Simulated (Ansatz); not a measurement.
C4H3S (SMILES [c]1cccs1), doublet (typed; the unrestricted solution is spin-contaminated), geometry from GFN2-xTB. Base run: Ansatz (an electronic-structure program) with HF/STO-3G.

The Ansatz input:
Ansatz 0.2 input:
```yaml
crystal:
  periodic: [false, false, false]
  atoms:
    - {symbol: S, position_ang: [-0.00127787, 0.06970181, 1.20878531]}
    - {symbol: C, position_ang: [-0.01316788, 1.23910850, -0.02540317]}
    - {symbol: C, position_ang: [0.01247167, -1.17275513, 0.00395312]}
    - {symbol: C, position_ang: [-0.00754797, 0.76302635, -1.27874893]}
    - {symbol: C, position_ang: [0.00761731, -0.66385036, -1.25401862]}
    - {symbol: H, position_ang: [0.02325580, -2.19950722, 0.31126409]}
    - {symbol: H, position_ang: [-0.01339697, 1.35042145, -2.17665447]}
    - {symbol: H, position_ang: [0.01434834, -1.25931936, -2.14986897]}
basis:
  gaussian:
    orbitals: STO-3G
hamiltonian:
  xc: hf
magnetization: {spin_polarized: true, initial_magnetization: 1}
```

The bond that is stretched is that between atoms 6 and 3. A test that says stable can miss a lower solution.

Each row names what was changed in the base input (with any setting that the change needs).

| change | ΔE vs base (mEh) | <S^2> | stability test says |
|---|---|---|---|
| base | 0.000 | 1.408 | minimum |
| spin_polarized = on; lower_state_search = off | 0.000 | 1.408 | undecided (no full test) |
| spin_polarized = on; lower_state_search = standard | 0.000 | 1.408 | minimum |
| bond × 1.25 | 40.381 | 1.421 | minimum |
| spin_polarized = on; lower_state_search = off; bond × 1.25 | 40.381 | 1.421 | undecided (no full test) |
| spin_polarized = on; lower_state_search = standard; bond × 1.25 | 40.381 | 1.421 | minimum |
| bond × 1.5 | 112.1 | 1.698 | minimum |
| spin_polarized = on; lower_state_search = off; bond × 1.5 | 112.1 | 1.698 | undecided (no full test) |
| spin_polarized = on; lower_state_search = standard; bond × 1.5 | 112.1 | 1.698 | minimum |
| bond × 1.8 | 157.4 | 2.226 | minimum |
| spin_polarized = on; lower_state_search = off; bond × 1.8 | 157.4 | 2.226 | undecided (no full test) |
| spin_polarized = on; lower_state_search = standard; bond × 1.8 | 157.4 | 2.226 | minimum |
| bond × 2.2 | 174.0 | 2.442 | minimum |
| spin_polarized = on; lower_state_search = off; bond × 2.2 | 256.4 | 1.978 | undecided (no full test) |
| spin_polarized = on; lower_state_search = standard; bond × 2.2 | 174.0 | 2.442 | minimum |
| bond × 3.0 | 178.4 | 2.501 | minimum |
| spin_polarized = on; lower_state_search = off; bond × 3.0 | 211.5 | 2.113 | undecided (no full test) |
| spin_polarized = on; lower_state_search = standard; bond × 3.0 | 178.4 | 2.501 | minimum |

On stretching, the SCF can end on different states; <S^2> shows the spin contamination of each.
